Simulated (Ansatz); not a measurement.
Gas-phase electronic energies from Ansatz, PBE0-D4/def2-TZVP geometries. CBS: MP2 limit from def2 TZ/QZ plus the TZ coupled-cluster correction, frozen cores. This one scheme is used for every species. Functionals use def2-TZVPP. Elements past krypton have def2 core potentials. For Te outer-core shells are correlated without core-valence functions, which leaves a few kJ/mol of doubt a bond. Each species was taken in one conformer, which may not be the lowest.

Reaction (formal exchange of groups at the Si–C bond): `OC[SiH2][TeH]` + `CCl` → `ClC[SiH2][TeH]` + CH₃OH

| level | ΔE (kcal/mol) |
| --- | --- |
| PBE-D4 | -2.4 |
| B2PLYP | -3.1 |
| PBE | -2.2 |
| HF/def2-TZVPP | -3.5 |
| CCSD/def2-TZVPP | -3.4 |
| CCSD(T)/def2-TZVPP | -3.4 |
| SCS-MP2/def2-QZVPP | -3.9 |
| HF/CBS(def2) | -3.5 |

Problem. What does CCSD(T)/CBS give? (Best estimate.)

Solution. Computed: -3.6 kcal/mol. The listed levels differ from it by 1.2, 0.5, 1.4, 0.1, 0.2, 0.2, -0.3, 0.1 kcal/mol.

Largest T1 diagnostic among the species: 0.011.
